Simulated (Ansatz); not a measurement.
```yaml
crystal:
  periodic: [false, false, false]
  atoms:
    - {symbol: C, position_ang: [-1.660402, 1.200153, 0.262128]}
    - {symbol: Sn, position_ang: [0.186448, 0.237016, -0.213259]}
    - {symbol: C, position_ang: [1.414447, -0.091035, 1.503999]}
    - {symbol: C, position_ang: [-0.079072, -1.526623, -1.389509]}
    - {symbol: I, position_ang: [1.550942, 1.978492, -1.781751]}
    - {symbol: H, position_ang: [-2.265753, 0.551695, 0.898050]}
    - {symbol: H, position_ang: [-1.461603, 2.134300, 0.786778]}
    - {symbol: H, position_ang: [-2.207219, 1.416081, -0.655358]}
    - {symbol: H, position_ang: [1.586970, 0.854953, 2.016587]}
    - {symbol: H, position_ang: [0.922085, -0.785984, 2.186627]}
    - {symbol: H, position_ang: [2.372226, -0.508666, 1.194725]}
    - {symbol: H, position_ang: [-0.616847, -2.281398, -0.812918]}
    - {symbol: H, position_ang: [0.893683, -1.922124, -1.680592]}
    - {symbol: H, position_ang: [-0.648906, -1.285959, -2.286608]}
basis:
  gaussian: {orbitals: x2c-TZVPPall}
hamiltonian: {xc: {name: wPBEh}}
scf: {lower_state_search: off}
```

```sh
$ ansatz run in.yaml --threads 2 --pin off --events-out ev --progress --plain --max-ram 32768MiB --backend cuda --devices 0, --max-vram 18GiB
```

It prints (some lines left out):

```
Functional definition: wPBEh
2346 factors; their error is unknown
136 factors; integrals over basis functions are off by at most 4.1e-7 eV
mean field evaluation 1: about -364923.7213 eV, gradient 8.7e1 eV
mean field evaluation 2: about -364911.7161 eV, gradient 1.0e2 eV
mean field evaluation 4: about -364940.8188 eV, gradient 4.9e0 eV
mean field evaluation 8: about -364940.8621 eV, gradient 1.1e-1 eV
mean field evaluation 16: about -364941.5120 eV, gradient 4.7e-4 eV
mean field -364941.51197661 eV, -13411.3531988989 hartree, gradient 5.0e-6 eV, S^2 0.000000; 0 other end points of the search recorded, 0 dependent functions left out
reference -364941.51202439 eV, -13411.3532006549 hartree; 65, 65 occupied and 274, 274 virtual orbitals, 2346 factors
Total energy: -364941.51202439 eV, -13411.3532006549 hartree
Relativity: scalar
Checks for a lower state left out: stability, starts, cluster_reference, orbital_swaps, neighbouring_geometries, increment
```

Run time 9.5 s (2 threads of an AMD EPYC 7R13 on a shared host and a share of an NVIDIA H100 80 GB); peak host memory 0.89 GiB.
